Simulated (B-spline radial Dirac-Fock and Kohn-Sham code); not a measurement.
## Cs 5p1/2: cross section and angular parameters

System: neutral cesium, configuration [Xe] 6s1; threshold 17.80 eV (orbital energy of the model). Method: Dirac-Hartree-Slater photoionisation with a Latter tail; cross sections with all multipoles, angular parameters from the dipole term and its interference with E2. Computed with an atomic code on a B-spline grid.

The run's input, task.json:

```json
{"items": [{
  "Z": 55,
  "q": 0,
  "cfg": [[1, 0, 2], [2, 0, 2], [2, 1, 6], [3, 0, 2], [3, 1, 6], [3, 2, 10], [4, 0, 2], [4, 1, 6], [4, 2, 10], [5, 0, 2], [5, 1, 6], [6, 0, 1]],
  "A": 133,
  "rrms": 4.8041,
  "do": "xps",
  "hv": [52.6, 80, 95.0, 126.0, 150, 152.0, 160.0, 176.0, 189.0, 200, 218.0, 223.0, 238.0, 277.0, 300, 312.0, 587.0, 998.0, 1240.0, 1486.9, 1880.0, 2530.0, 4000, 5280.0, 5480.0, 7670.0, 8047.8, 10900.0, 12000, 13000.0],
  "edges": {"K": 35985.0, "L1": 5714.0, "L2": 5359.0, "L3": 5012.0, "M1": 1211.0, "M2": 1071.0, "M3": 1003.0, "M4": 740.5, "M5": 726.6, "N1": 232.3, "N2": 172.4, "N3": 161.3, "N4": 79.8, "N5": 77.5}
}]}
```

Launch: `python xray2_run.py task.json out`

For linearly polarised light dσ/dΩ = σ/(4π) [1 + β P₂(cos θ) + (δ + γ cos²θ) sin θ cos φ], with θ from the polarisation vector and φ the angle between the beam and the projection of the electron momentum on the plane normal to the polarisation.

```csv
hν (eV),σ (kb),β,γ,δ
52.6,350,1.171,0.291,-0.024
80,105,0.133,0.192,-0.013
95,74.0,-0.058,0.067,0.002
126,?,?,?,?
150,41.0,0.292,-0.041,0.029
152,40.5,0.311,-0.038,0.029
160,38.5,0.388,-0.024,0.030
176,35.2,0.530,0.011,0.030
189,32.9,0.635,0.040,0.029
200,31.2,0.716,0.065,0.028
218,28.8,0.833,0.103,0.026
223,28.2,0.862,0.113,0.025
238,26.5,0.941,0.140,0.023
277,22.9,1.107,0.193,0.019
300,21.1,1.183,0.215,0.016
312,20.3,1.218,0.223,0.015
587,9.69,1.582,0.195,0.002
998,4.49,1.697,0.041,-0.001
1240,3.16,1.712,-0.005,-0.001
1486.9,2.31,1.714,-0.022,-0.002
1880,1.51,1.705,-0.009,-0.002
2530,0.851,1.675,0.073,-0.001
4000,0.327,1.599,0.340,0.005
5280,0.175,1.538,0.578,0.013
5480,0.160,1.529,0.613,0.014
7670,0.0708,1.438,0.962,0.032
8047.8,0.0627,1.424,1.015,0.036
10900,0.0286,1.328,1.367,0.064
12000,0.0221,1.295,1.481,0.075
13000,0.0178,1.267,1.577,0.085
```

Question: Give the values at 126 eV.

Answer: σ = 49.3 kb, β = 0.059, γ = -0.052, δ = 0.023.
